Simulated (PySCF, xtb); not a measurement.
Ta(NH)(F)(OH)2 (FH3NO2Ta), SMILES [OH][Ta]([F])(=[NH])[OH], multiplicity 1.

GFN2-xTB in xtb 6.7.1 at its own geometry gives an orbital gap of 3.71 eV and a dipole moment of 3.83 D.

The structure is a stationary point at B3LYP-D3(BJ)/def2-SVP. The spin state was assumed, not searched. The structure was generated by enumeration; whether it is a known compound was not checked. The def2 effective core potentials stand for the cores of Ta; spin–orbit coupling is left out. One conformer was computed; it need not be the lowest.

### Question
What does PBE/def2-TZVP run with PySCF give? (An estimate is asked for; the answer gives what the named calculation found.)

### Answer
gap 5.37 eV (levels -6.46 and -1.10 eV), dipole 2.61 D.
